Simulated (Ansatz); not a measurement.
This geometry of CH5BFSSb (10 atoms, charge 0, multiplicity 1) is a first-order saddle point.

The calculation used RKS r2SCANh/def2-SVP (Ansatz 0.2.0).

```xyz
10
Properties=species:S:1:pos:R:3
F 0.610 -1.987 -0.390
B 0.272 -0.784 0.050
Sb 1.826 0.635 0.436
C -1.220 -0.363 0.266
S -2.039 -0.253 -1.375
H 1.518 2.153 1.050
H 3.469 0.462 0.219
H -1.754 -1.173 0.789
H -1.374 0.561 0.839
H -1.224 0.698 -1.880
```

Question: Which two structures does it join? (They come from a converged band through this point; their orientation in space is the band's.)

Answer: No bond is made or broken. The height of Sb3 over the plane of its neighbours goes from -1.02 to 1.05 Å.

First end point:

```xyz
10
Properties=species:S:1:pos:R:3
F 0.610 -2.084 0.180
B 0.227 -0.826 0.383
Sb 1.793 0.604 1.208
C -1.264 -0.441 0.120
S -1.051 0.032 -1.651
H 1.003 1.978 0.554
H 2.790 0.443 -0.172
H -1.938 -1.309 0.111
H -1.716 0.378 0.691
H -0.371 1.174 -1.420
```

Last end point:

```xyz
10
Properties=species:S:1:pos:R:3
F 0.694 -2.047 -0.324
B 0.365 -0.786 -0.060
Sb 2.048 0.745 -0.165
C -1.137 -0.445 0.209
S -1.530 0.069 -1.522
H 1.117 1.925 0.667
H 2.685 0.152 1.313
H -1.759 -1.330 0.407
H -1.386 0.355 0.914
H -1.014 1.313 -1.435
```

Question: How far does it lie above each of them?

Answer: 24.6 kcal/mol above the first and 24.5 kcal/mol above the second. This is the barrier of this one path; another mechanism may lie lower.

Run time: 5.6 min on 2 threads of AMD EPYC 7R13 Processor (Zen 3) (shared host), peak memory 0.32 GiB.
